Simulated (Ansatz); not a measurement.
# Ligand exchange: C3H5N + GeH(GeH3)(OH)2 → C3H5NO + GeH2(GeH3)(OH)

Species: C3H5N (propanenitrile) `CCC#N`, singlet; GeH(GeH3)(OH)2, singlet; C3H5NO (3-hydroxypropionitrile) `N#CCCO`, singlet; GeH2(GeH3)(OH), singlet. The partners trade H for OH: C–H and Ge–OH bonds give way to C–OH and Ge–H.

Shapes, held fixed at every level: PBE0-D4/def2-TZVP. Flexible molecules stand in one conformer, not always the lowest. Programs: Ansatz 0.2.0. Electronic energies: no zero-point or thermal term.

```csv
level,kind,ΔE (kJ/mol),less CCSD(T)/def2-TZVPP
HF/def2-TZVPP,Hartree–Fock,+128.7,-1.7
PBE-D4/def2-TZVPP,GGA,+121.1,-9.3
PBE0-D4/def2-TZVPP,global hybrid,+122.5,-7.9
wB97X-V/def2-TZVPP,range-separated hybrid,+126.1,-4.3
MP2/def2-TZVPP,perturbation theory,+138.5,+8.1
CCSD/def2-TZVPP,coupled cluster or CI,+130.1,-0.3
CCSD(T)/def2-TZVPP,coupled cluster or CI,+130.4,0.0
```

The highest level, CCSD(T)/def2-TZVPP, gives ΔE = +130.4 kJ/mol; the levels span +121.1 to +138.5. The column of differences is taken from that level and isn't an error. No measured value is set beside it here. Relativity is left out for Ge. Outer-core shells of Ge are correlated in most correlated rows, in sets that cover them unevenly.
